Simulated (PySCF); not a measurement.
# How methods differ on the excitation energy of W(2+)

W(2+) [Xe] 4f14 5d4 (5D) → W(2+) [Xe] 4f14 5d3 6p1 (high-spin determinant), as a difference of total energies. Computed with PySCF 2.14 in aug-cc-pwCVDZ-PP with ECP60MDF (6s6p5d3f, 70 functions), with a scalar-relativistic core potential. Correlated levels: valence: 5s2 5p6 frozen; valence and next inner shell: nothing frozen outside the core potential. The calculations carry no spin-orbit coupling.

| method | excitation energy (eV) |
| --- | --- |
| UHF | 7.768 |
| LDA | 7.910 |
| PBE | 7.814 |
| PBE0 | 7.951 |
| r2SCAN | 7.815 |
| M06 | 8.210 |
| BHandHLYP | 7.917 |
| revPBE | 7.793 |
| LC-wPBE | 8.098 |
| MP2 (valence) | 7.941 |
| SCS-MP2 (valence) | 7.825 |
| MP2 (valence and next inner shell) | 7.954 |
| SCS-MP2 (valence and next inner shell) | 7.877 |

**Question.** How much does correlation contribute at MP2 (valence and next inner shell)?

**Answer.** 7.954 − (7.768) = 0.186 eV, measured against UHF.

The determinant of the upper state mixes LS terms, which raises its energy above the lowest term, most at the Hartree-Fock and MP2 levels.
